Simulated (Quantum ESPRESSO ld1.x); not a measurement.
The run below uses ld1.x (Quantum ESPRESSO 7.5).

```
 &input
    atom='Eu',
    iswitch=1,
    rel=1,
    lsd=1,
    dft='PW',
    config='[Xe] 4f6 4f0',
    verbosity='high',
    prefix='ld1',
    max_out_wfc=37,
    file_charge='ld1.rho',
 /
```

Command: `OMP_NUM_THREADS=1 ld1.x < ld1.in > ld1.out`

Output:

```
     Program LD1 v.7.5 starts

     --------------------------- All-electron run ----------------------------

     scalar relativistic calculation

     atomic number is 63.00
     dft =PW   lsd =1 sic =0 latt =0  beta=0.20 tr2=1.0E-14
     Exchange-correlation= PW
                           (   1   4   0   0   0   0   0)
     mesh =2095 r(mesh) = 100.37019 a.u. xmin = -8.00 dx = 0.00800
     1 Ry =  13.60569312 eV, c = 137.03599908

     n l     nl                  e(Ry)          e(Ha)          e(eV)
     1 0     1S 1( 1.00)   -3554.082334750   -1777.041167375 -48355.7535805
     2 0     2S 1( 1.00)    -585.622083995    -292.811041998  -7967.7943609
     2 1     2P 1( 3.00)    -522.236142129    -261.118071065  -7105.3846875
     3 0     3S 1( 1.00)    -130.734603993     -65.367301997  -1778.7349025
     3 1     3P 1( 3.00)    -111.008986466     -55.504493233  -1510.3542038
     4 0     4S 1( 1.00)     -27.923538829     -13.961769415   -379.9191002
     4 1     4P 1( 3.00)     -21.421171236     -10.710585618   -291.4498822
     3 2     3D 1( 5.00)     -84.560655922     -42.280327961  -1150.5063348
     5 0     5S 1( 1.00)      -5.450495584      -2.725247792    -74.1577703
     5 1     5P 1( 3.00)      -3.817107251      -1.908553625    -51.9343899
     4 2     4D 1( 5.00)     -12.357544145      -6.178772072   -168.1329534
     4 3     4F 1( 6.00)      -2.574674616      -1.287337308    -35.0302327
     4 3     4F 2( 0.00)      -2.253687379      -1.126843690    -30.6629789
     1 0     1S 2( 1.00)   -3554.082438181   -1777.041219091 -48355.7549877
     2 0     2S 2( 1.00)    -585.616080820    -292.808040410  -7967.7126835
     2 1     2P 2( 3.00)    -522.231913831    -261.115956916  -7105.3271586
     3 0     3S 2( 1.00)    -130.569837764     -65.284918882  -1776.4931437
     3 1     3P 2( 3.00)    -110.845644675     -55.422822338  -1508.1318255
     4 0     4S 2( 1.00)     -27.549393574     -13.774696787   -374.8285947
     4 1     4P 2( 3.00)     -21.050343260     -10.525171630   -286.4045105
     3 2     3D 2( 5.00)     -84.432832413     -42.216416206  -1148.7672073
     5 0     5S 2( 1.00)      -5.260686536      -2.630343268    -71.5752866
     5 1     5P 2( 3.00)      -3.673048256      -1.836524128    -49.9743674
     4 2     4D 2( 5.00)     -11.993829292      -5.996914646   -163.1843607

     final scf error:  4.5E-15 reached in  37 iterations

     Etot =  -21670.729938 Ry,  -10835.364969 Ha, -294845.301288 eV
     Total magnetization:    6.00 Bohr mag.

     Ekin =   23213.237317 Ry,   11606.618659 Ha,  315832.183327 eV
     Encl =  -52701.979940 Ry,  -26350.989970 Ha, -717046.966033 eV
     Eh   =    8285.756528 Ry,    4142.878264 Ha,  112733.460612 eV
     Exc  =    -467.743843 Ry,    -233.871922 Ha,   -6363.979194 eV

     normalization and overlap integrals

     s(1S/1S) =  1.000000  <r> =   0.0223  <r2> =    0.0007  r(max) =   0.0142
     s(1S/2S) = -0.022102
     s(1S/3S) = -0.009552
     s(1S/4S) = -0.004603
     s(1S/5S) = -0.001936
     s(2S/2S) =  1.000000  <r> =   0.0952  <r2> =    0.0107  r(max) =   0.0805
     s(2S/3S) = -0.005990
     s(2S/4S) = -0.002763
     s(2S/5S) = -0.001152
     s(2P/2P) =  1.000000  <r> =   0.0839  <r2> =    0.0086  r(max) =   0.0649
     s(2P/3P) = -0.004832
     s(2P/4P) = -0.002108
     s(2P/5P) = -0.000799
     s(3S/3S) =  1.000000  <r> =   0.2499  <r2> =    0.0714  r(max) =   0.2297
     s(3S/4S) = -0.001941
     s(3S/5S) = -0.000784
     s(3P/3P) =  1.000000  <r> =   0.2484  <r2> =    0.0715  r(max) =   0.2242
     s(3P/4P) = -0.001656
     s(3P/5P) = -0.000610
     s(4S/4S) =  1.000000  <r> =   0.5658  <r2> =    0.3613  r(max) =   0.5277
     s(4S/5S) = -0.000531
     s(4P/4P) =  1.000000  <r> =   0.5987  <r2> =    0.4078  r(max) =   0.5493
     s(4P/5P) = -0.000417
     s(3D/3D) =  1.000000  <r> =   0.2262  <r2> =    0.0602  r(max) =   0.1836
     s(3D/4D) = -0.001189
     s(5S/5S) =  1.000000  <r> =   1.3414  <r2> =    2.0194  r(max) =   1.2127
     s(5P/5P) =  1.000000  <r> =   1.5440  <r2> =    2.6908  r(max) =   1.3673
     s(4D/4D) =  1.000000  <r> =   0.6516  <r2> =    0.4925  r(max) =   0.5717
     s(4F/4F) =  1.000000  <r> =   0.8658  <r2> =    0.9605  r(max) =   0.5856
     s(4F/4F) =  1.000000  <r> =   0.9009  <r2> =    1.0590  r(max) =   0.5856
     s(1S/1S) =  1.000000  <r> =   0.0223  <r2> =    0.0007  r(max) =   0.0142
     s(1S/2S) = -0.022103
     s(1S/3S) = -0.009560
     s(1S/4S) = -0.004602
     s(1S/5S) = -0.001896
     s(2S/2S) =  1.000000  <r> =   0.0952  <r2> =    0.0107  r(max) =   0.0805
     s(2S/3S) = -0.005995
     s(2S/4S) = -0.002762
     s(2S/5S) = -0.001128
     s(2P/2P) =  1.000000  <r> =   0.0839  <r2> =    0.0086  r(max) =   0.0649
     s(2P/3P) = -0.004837
     s(2P/4P) = -0.002106
     s(2P/5P) = -0.000777
     s(3S/3S) =  1.000000  <r> =   0.2498  <r2> =    0.0713  r(max) =   0.2297
     s(3S/4S) = -0.001942
     s(3S/5S) = -0.000769
     s(3P/3P) =  1.000000  <r> =   0.2481  <r2> =    0.0714  r(max) =   0.2242
     s(3P/4P) = -0.001656
     s(3P/5P) = -0.000593
     s(4S/4S) =  1.000000  <r> =   0.5658  <r2> =    0.3614  r(max) =   0.5277
     s(4S/5S) = -0.000521
     s(4P/4P) =  1.000000  <r> =   0.5989  <r2> =    0.4081  r(max) =   0.5493
     s(4P/5P) = -0.000405
     s(3D/3D) =  1.000000  <r> =   0.2259  <r2> =    0.0600  r(max) =   0.1836
     s(3D/4D) = -0.001187
     s(5S/5S) =  1.000000  <r> =   1.3595  <r2> =    2.0751  r(max) =   1.2225
     s(5P/5P) =  1.000000  <r> =   1.5721  <r2> =    2.7908  r(max) =   1.3894
     s(4D/4D) =  1.000000  <r> =   0.6527  <r2> =    0.4946  r(max) =   0.5717

     ------------------------ End of All-electron run ------------------------
```

Run on one thread of a shared host, so times are rough (Intel(R) Xeon(R) Processor @ 2.60GHz): 0.79 s of CPU time, 1.8 s wall, 37 iterations on 2095 mesh points.
